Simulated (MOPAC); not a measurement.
Job for MOPAC: PM7 on H2OSeTe (SMILES O[Te][SeH]), a point of a torsion scan.

```
PM7 1SCF PRECISE CHARGE=0 THREADS=1
H2OSeTe

O     -1.25847918 1     0.61213528 1    -0.31502351 1
Te    -0.23092869 1    -0.90814549 1    -1.05564598 1
Se     1.63320085 1    -0.71690755 1     0.62996576 1
H     -1.86520228 1     0.33680906 1     0.37374702 1
H      1.48994286 1     0.70500878 1     0.78521647 1
```

It printed:

```
*******************************************************************************
 **                                                                           **
 **                              MOPAC v23.2.5                                **
 **                                                                           **
 *******************************************************************************
 ** MOPAC's Digital Object Identifier: https://doi.org/10.5281/zenodo.6511958 **
 **                                                                           **
 ** Please cite the open-source release paper for use of this MOPAC version:  **
 ** J. E. Moussa and J. J. P. Stewart (2026)                                  **
 ** MOPAC: An open-source semiempirical molecular orbital program             **
 ** J. Open Source Softw., 11(119), 8025, https://doi.org/10.21105/joss.08025 **
 *******************************************************************************

                              PM7 CALCULATION RESULTS

 *******************************************************************************
 *  PM7        - The PM7 Hamiltonian to be used
 *
 *
 *
 *                 CHARGE ON SYSTEM = 0
 *
 *
 *
 *  PRECISE    - TIGHTER CRITERIA TO BE USED
 *  1SCF       - DO 1 SCF AND THEN STOP
 *  THREADS=1  - MULTI-THREADING NOT USED
 *  T=         - A TIME OF 172800.0 SECONDS REQUESTED
 *  DUMP=N     - RESTART FILE WRITTEN EVERY 7200.0 SECONDS REQUESTED
 *******************************************************************************
PM7 1SCF PRECISE CHARGE=0 THREADS=1
 H2OSeTe

   ATOM   CHEMICAL          X               Y               Z
  NUMBER   SYMBOL      (ANGSTROMS)     (ANGSTROMS)     (ANGSTROMS)

     1       O         -1.25847918  *   0.61213528  *  -0.31502351  *
     2      Te         -0.23092869  *  -0.90814549  *  -1.05564598  *
     3      Se          1.63320085  *  -0.71690755  *   0.62996576  *
     4       H         -1.86520228  *   0.33680906  *   0.37374702  *
     5       H          1.48994286  *   0.70500878  *   0.78521647  *



          CARTESIAN COORDINATES

    NO.       ATOM           X           Y           Z

     1         O         -1.2585      0.6121     -0.3150
     2        Te         -0.2309     -0.9081     -1.0556
     3        Se          1.6332     -0.7169      0.6300
     4         H         -1.8652      0.3368      0.3737
     5         H          1.4899      0.7050      0.7852

 General Reference for PM7:
 "Optimization of Parameters for Semiempirical Methods VI: More Modifications to the
 NDDO Approximations and Re-optimization of Parameters", J. J. P. Stewart, J. Mol. Mod., 1:32, 19 (2013)
 https://link.springer.com/article/10.1007/s00894-012-1667-x

           Empirical Formula: H2 O Te Se  =     5 atoms



      MOLECULAR POINT GROUP   :   C1


      RHF CALCULATION, NO. OF DOUBLY OCCUPIED LEVELS = 10


 -------------------------------------------------------------------------------
 PM7 1SCF PRECISE CHARGE=0 THREADS=1
 H2OSeTe



     1SCF WAS SPECIFIED, SO BFGS WAS NOT USED
     SCF FIELD WAS ACHIEVED


                              PM7 CALCULATION
                                                       MOPAC v23.2.5 Linux




          FINAL HEAT OF FORMATION =         58.19676 KCAL/MOL =     243.49522 KJ/MOL


          COSMO AREA              =        115.90 SQUARE ANGSTROMS
          COSMO VOLUME            =        106.13 CUBIC ANGSTROMS

          IONIZATION POTENTIAL    =          7.784196 EV
          HOMO LUMO ENERGIES (EV) =         -7.784 -0.112
          NO. OF FILLED LEVELS    =         10
          MOLECULAR WEIGHT        =        224.5752         POINT GROUP:  C1

          MOLECULAR DIMENSIONS (Angstroms)

            Atom       Atom       Distance
            H     4   Se     3     3.66262
            H     5   Te     2     2.69083
           Se     3    O     1     0.83359


          SCF CALCULATIONS        =          1





   ATOM   CHEMICAL          X               Y               Z
  NUMBER   SYMBOL      (ANGSTROMS)     (ANGSTROMS)     (ANGSTROMS)

     1       O         -1.25847918  *   0.61213528  *  -0.31502351  *
     2      Te         -0.23092869  *  -0.90814549  *  -1.05564598  *
     3      Se          1.63320085  *  -0.71690755  *   0.62996576  *
     4       H         -1.86520228  *   0.33680906  *   0.37374702  *
     5       H          1.48994286  *   0.70500878  *   0.78521647  *

                             CARTESIAN COORDINATES

   1    O       -1.258479180     0.612135280    -0.315023510
   2   Te       -0.230928690    -0.908145490    -1.055645980
   3   Se        1.633200850    -0.716907550     0.629965760
   4    H       -1.865202280     0.336809060     0.373747020
   5    H        1.489942860     0.705008780     0.785216470


           Empirical Formula: H2 O Te Se  =     5 atoms



      MOLECULAR POINT GROUP   :   C1


                  EIGENVALUES
 -45.98870 -27.38925 -23.48446 -16.03587 -13.36464 -12.31086 -12.12233  -9.53503
  -9.24709  -7.78420  -0.11164   0.61746   1.05916   5.88502


              NET ATOMIC CHARGES AND DIPOLE CONTRIBUTIONS

  ATOM NO.   TYPE          CHARGE      No. of ELECS.   s-Pop       p-Pop
    1          O          -0.664311        6.6643     1.89592     4.76840
    2         Te           0.285742        5.7143     1.92269     3.79156
    3         Se           0.005189        5.9948     1.95334     4.04147
    4          H           0.316348        0.6837     0.68365
    5          H           0.057032        0.9430     0.94297
 DIPOLE           X         Y         Z       TOTAL
 POINT-CHG.     1.313    -2.513     0.355     2.857
 HYBRID        -0.213     1.442     0.974     1.753
 SUM            1.101    -1.071     1.329     2.031


          ATOMIC ORBITAL ELECTRON POPULATIONS

     Atom    s        px        py        pz
    1  O   1.89592   1.68299   1.42521   1.66019
    2 Te   1.92269   1.05955   1.28263   1.44938
    3 Se   1.95334   1.40842   1.11210   1.52095
    4  H   0.68365
    5  H   0.94297

 **********************
 *                    *
 * JOB ENDED NORMALLY *
 *                    *
 **********************




 == MOPAC DONE ==
```

The run finished.

Cost: very roughly 0.05 core-seconds.
